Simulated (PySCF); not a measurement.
BH2, SMILES [BH2+], charge +1.

Geometry optimised at r2SCAN-D4/def2-TZVPD.

Two levels are set side by side: TDDFT-PBE/def2-TZVPD (PySCF) and TDDFT-ωB97X/def2-TZVPD (PySCF). Vertical, same geometry. The lowest singlet is HOMO→LUMO 100 % with PBE and HOMO→LUMO+1 99 % with the other functional; states are paired by order. Differences are taken from unrounded values.

```json
[
 {"quantity": "lowest singlet excitation (eV)", "TDDFT-ωB97X": "7.48", "TDDFT-PBE": "7.08", "TDDFT-PBE minus TDDFT-ωB97X": "-0.40"},
 {"quantity": "lowest triplet excitation (TDA) (eV)", "TDDFT-ωB97X": "6.63", "TDDFT-PBE": "6.02", "TDDFT-PBE minus TDDFT-ωB97X": "-0.61"},
 {"quantity": "first bright state (f over 0.05) (eV)", "TDDFT-ωB97X": "11.53", "TDDFT-PBE": "10.79", "TDDFT-PBE minus TDDFT-ωB97X": "-0.74"},
 {"quantity": "its oscillator strength", "TDDFT-ωB97X": "0.30", "TDDFT-PBE": "0.25", "TDDFT-PBE minus TDDFT-ωB97X": "-0.06"}
]
```

A lower first singlet is the usual sign of a functional without exact exchange. Differences between two approximate levels are no errors against the true value.

Rough cost on one machine, each run with all the roots and properties that it gave: TDDFT-ωB97X against TDDFT-PBE within a factor of 2.
